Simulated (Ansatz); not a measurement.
CH$_{7}$AlBFOSi, relaxed with RKS PBE0-D4/def2-TZVP in Ansatz from a PBE-D4/def2-SVP geometry. The force threshold is 0.005 eV/Å; the program also tests the step.

Total charge 0; spin multiplicity 1. The bonds changed during the relaxation, so this is another structure than the one it started from.

Start:

```xyz
13

C     1.526    0.389    1.237
O     0.434    0.129    0.326
B     0.095    0.901   -0.806
F     0.862    1.965   -1.047
Si   -1.537   -0.020   -1.631
Al   -1.006   -1.394    0.337
H     2.160   -0.517    1.282
H     2.114    1.254    0.876
H     1.104    0.600    2.238
H    -2.694    0.946   -1.666
H    -1.217   -0.439   -3.043
H    -0.085   -2.700    0.168
H    -1.758   -1.115    1.730
```

| step | energy (eV) | largest force (eV/Å) | largest move (Å) |
| --- | --- | --- | --- |
| 1 | -21057.8495 | 0.532 | 0.000 |
| 2 | -21057.8838 | 0.221 | 0.026 |
| 3 | -21057.8883 | 0.050 | 0.017 |
| 4 | -21057.8887 | 0.049 | 0.009 |
| 5 | -21057.8890 | 0.033 | 0.005 |
| 6 | -21057.8890 | 0.019 | 0.003 |
| 7 | -21057.8890 | 0.005 | 0.004 |
| 8 | -21057.8891 | 0.006 | 0.003 |
| 9 | -21057.8891 | 0.012 | 0.009 |
| 10 | -21057.8891 | 0.013 | 0.013 |
| 11 | -21057.8891 | 0.009 | 0.013 |
| 12 (rejected) | -21057.8891 | 0.030 | 0.016 |
| 13 | -21057.8891 | 0.005 | 0.005 |
| 14 | -21057.8891 | 0.003 | 0.001 |

End:

```xyz
13

C     1.507    0.379    1.228
O     0.422    0.128    0.322
B     0.099    0.890   -0.805
F     0.868    1.934   -1.051
Si   -1.532   -0.018   -1.625
Al   -0.983   -1.366    0.346
H     2.157   -0.495    1.226
H     2.055    1.262    0.908
H     1.088    0.530    2.222
H    -2.666    0.948   -1.665
H    -1.212   -0.441   -3.017
H    -0.075   -2.665    0.186
H    -1.728   -1.085    1.726
```

It took 26 s on 2 threads of an AMD EPYC 7R13 on a shared host and a share of an NVIDIA H100 80 GB, with 0.92 GiB of host memory at the peak.
